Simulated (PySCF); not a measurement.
**Electron correlation in Sc (scandium, neutral)**

[Ar] 3d1 4s1 4p1, one real determinant (an excited configuration). All numbers are calculated (PySCF 2.14, the non-relativistic Hamiltonian (point nucleus), in dyall-av2z (16s12p7d2f, 101 functions)). Frozen: [Ar]; 3 electrons correlated; the 25 highest virtual orbitals of each spin left out.

| level | correlation energy (mhartree) |
| --- | --- |
| CCSD | -8.59 |
| (T) | -0.12 |
| CCSD(T) | -8.71 |

Diagnostics: T1 = 0.013, D1 = 0.0285, largest double amplitude 0.058.

Problem. Is a single reference adequate?

Solution. Yes: T1 lies below 0.03 and no double amplitude reaches 0.07.

The reference is one real determinant that mixes LS terms of this configuration.
